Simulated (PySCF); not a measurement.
Vertical excitations of a molecule C3H11BSi from TDDFT-CAM-B3LYP/def2-SVPD in PySCF, as energy in eV (oscillator strength): 6.52 (0.030), 6.60 (0.002), 7.85 (0.135), 7.87 (0.003), 8.09 (0.039), 8.28 (0.006), 8.61 (0.040), 8.64 (0.060), 8.76 (0.028), 8.78 (0.145). Lowest triplet (TDA): 5.98 eV. The structure is a stationary point at PBE0-D3(BJ)/def2-SVP. One conformer was computed; it need not be the lowest.

### Question
Which molecule gave these data?
A. CB(C)C[SiH3]
B. B[Si](C)(C)C
C. C[SiH2]B(C)C

### Answer
A, CB(C)C[SiH3]
